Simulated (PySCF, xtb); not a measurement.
H2MgO2, SMILES [OH][Mg][OH]. Other conformers were not sampled.

Harmonic wavenumbers (cm⁻¹) from GFN2-xTB run with xtb at its own minimum, in rising order: 108, 140, 217, 427, 514, 618, 722, 3697, 3704.

Task: What does PBE-D3(BJ)/def2-TZVP (PySCF) give at its own minimum? (The exact figures need the calculation; the answer reports its results.)

Result: 66, 155, 162, 303, 308, 590, 868, 3877, 3877. Paired by order, the mean absolute difference is 108 cm⁻¹ and the zero-point energies are 14.5 and 14.6 kcal/mol.
